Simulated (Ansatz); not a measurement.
Cost and result up the ladder for Nb₄ (the lowest singlet isomer of a short search) (4 atoms). Charge 0, multiplicity 1. Geometry: B3LYP-D4/def2-SVP.

```xyz
4

Nb   -0.6739   -1.3690   -0.1476
Nb    0.7452    0.3451   -1.2945
Nb   -1.0656    1.0669    0.2761
Nb    0.9943   -0.0430    1.1660
```

Ansatz on 4 threads of Arm Neoverse V2 on a shared host. Times are rough, and most runs start from the orbitals of an earlier one. CAM-B3LYP-D4/def2-TZVP serves as the yardstick here, not as an exact answer. Differences are given only for rows in sets of like size (and for xTB, whose basis is part of the method), since another set adds its own error. Binding counts from free atoms at the same level (Nb sextet; other spins of the atoms weren't run), without zero-point energy or a counterpoise term.

In the def2 sets Nb takes a core potential; there is no spin–orbit coupling. B3LYP takes the VWN-RPA correlation. Correlated methods freeze no core orbitals; core or outer-core shells of Nb are correlated, in sets that lack core-valence functions. The structure comes from a short search, and lower isomers may exist.

Run but left out: B2PLYP/def2-TZVP (restricted singlet, unstable towards broken spin symmetry); CCSD(T)/def2-TZVP (unstable by the stability test).

Correlated methods converge slowly with the basis.

```tsv
level	functions	wall time	binding energy per atom (eV)	difference from CAM-B3LYP-D4/def2-TZVP (eV)
PBE-D4/def2-SVP	124	1.9 s	3.82	–
PBE0-D4/def2-SVP	124	2.4 s	2.82	–
PBE-D4/def2-TZVPD	160	2.6 s	3.83	1.29
PBE-D4/def2-TZVP	160	2.6 s	3.83	1.29
PBE0-D4/def2-TZVPD	160	2.7 s	2.83	0.29
BLYP-D4/def2-TZVP	160	3.1 s	3.85	1.31
B3LYP-D4/def2-TZVP	160	4.1 s	3.14	0.60
PBE0-D4/def2-TZVP (with forces)	160	4.4 s	2.83	0.29
CAM-B3LYP-D4/def2-TZVP	160	5 s	2.54	0.00
r2SCAN-D4/def2-TZVP	160	5.5 s	2.96	0.42
r2SCAN-D4/def2-TZVPD	160	5.5 s	2.96	0.42
RPA@PBE/def2-TZVP	160	6 s	2.99	0.45
r2SCAN0-D4/def2-TZVP	160	7 s	2.22	-0.32
```
